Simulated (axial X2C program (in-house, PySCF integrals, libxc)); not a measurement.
## Outer orbitals of RbI⁺ at 3.763 Å, BLYP

Calculated with an axial X2C code built on PySCF integrals. Spin-free means the one-electron spin-free X2C Hamiltonian; two-component (2c) means X2C with spin–orbit coupling and atomic mean-field two-electron Coulomb and Gaunt terms, so the difference of the two also holds small scalar two-electron terms. Basis: I dyall-cv3z [11s12p8d4f1g], Rb dyall-cv3z [12s13p8d4f1g] (cores contracted in-house); Gaussian nuclei, density fitting, unrestricted open shells. Masses: I 126.904 u, Rb 84.912 u.

The distance is close to the 2c PBE0 minimum; the highest filled and lowest empty levels are listed.

Spin-free orbitals, state M_S = 1/2, Λ = 1 (beyond evenly filled blocks: π+α, π+β, π-α) (Löwdin shares):

| symmetry | occupied | ε (eV) | atomic character |
| --- | --- | --- | --- |
| σα | yes | -21.47 | 89% I s, 8% Rb p, 2% Rb d |
| σβ | yes | -21.03 | 59% Rb p, 40% I s |
| π+β | yes | -20.94 | 100% Rb p |
| π-β | yes | -20.94 | 100% Rb p |
| π+α | yes | -20.94 | 100% Rb p |
| π-α | yes | -20.94 | 100% Rb p |
| σα | yes | -20.88 | 94% Rb p, 5% I s |
| σβ | yes | -20.75 | 54% I s, 44% Rb p |
| π+α | yes | -11.17 | 98% I p |
| π-α | yes | -11.17 | 98% I p |
| σα | yes | -10.93 | 93% I p, 2% Rb p |
| σβ | yes | -10.69 | 93% I p, 2% Rb p, 2% Rb d |
| π+β | yes | -10.46 | 98% I p |
| π-β | no | -10.46 | 98% I p |
| σα | no | -5.80 | 94% Rb s, 2% I p |
| σβ | no | -5.80 | 94% Rb s, 2% I p |
| σα | no | -3.71 | 74% Rb p, 19% Rb d, 3% I s |
| π-α | no | -3.71 | 68% Rb p, 25% Rb d, 4% I d |
| π+α | no | -3.71 | 68% Rb p, 25% Rb d, 4% I d |

A filled and an empty partner (Λ and −Λ, same spin) share one energy because the functional has no current term.

Spinors with spin–orbit coupling (state Ω = 3/2):

```
   ω  occupied  ε (eV)            atomic character     λ mixture
 1/2       yes  -21.53           80% Rb p, 20% I s  51% σ, 49% π
-1/2       yes  -21.50                    99% Rb p  66% π, 34% σ
 1/2       yes  -21.36           72% I s, 25% Rb p  79% σ, 21% π
-1/2       yes  -20.87  77% I s, 20% Rb p, 2% Rb d  90% σ, 10% π
-3/2       yes  -20.64                   100% Rb p        100% π
 3/2       yes  -20.64                   100% Rb p        100% π
 1/2       yes  -20.60            98% Rb p, 2% I s  70% σ, 30% π
-1/2       yes  -20.57           83% Rb p, 16% I s  76% σ, 24% π
-1/2       yes  -11.67                     98% I p  83% π, 17% σ
 1/2       yes  -11.30                     96% I p  58% σ, 42% π
 3/2       yes  -10.80                     98% I p        100% π
-1/2       yes  -10.46   93% I p, 2% Rb p, 2% Rb d  83% σ, 17% π
 1/2       yes  -10.37                     95% I p  58% π, 42% σ
-3/2        no  -10.10                     98% I p        100% π
 1/2        no   -5.80            94% Rb s, 2% I p        100% σ
-1/2        no   -5.79            93% Rb s, 2% I p        100% σ
-1/2        no   -3.74  72% Rb p, 21% Rb d, 4% I d  90% π, 10% σ
 1/2        no   -3.73          78% Rb p, 16% Rb d  52% σ, 48% π
```

Task: How does the gap between the highest filled and lowest empty level change from the spin-free to the 2c table?

Result: From 0.00 to 0.27 eV at BLYP, a change of 0.27 eV.

Mulliken charges and populations of the two-component result (they depend on the basis, above all on diffuse functions):

I 0.08 e (s 10.00 p 22.91 d 20.00), Rb 0.92 e (s 8.03 p 18.02 d 10.03). ⟨Lz⟩ = 1.00 ħ and ⟨Sz⟩ = 0.50 ħ (0.50 and 0.00 on the two atoms), which add up to Ω.

One determinant describes the state; a PBE0 search over occupations chose it and may have missed a lower one. Density functionals use the spin component along the axis (collinear). PBE0 can misorder states that lie within some tenths of an eV, so this need not be the ground state of the molecule. The nearest other spin-free determinant of the search, M_S = 1/2, Λ = 0, lies 0.25 eV up at the distance of the search. Without a current term, density functionals place determinants with orbital angular momentum somewhat too high.
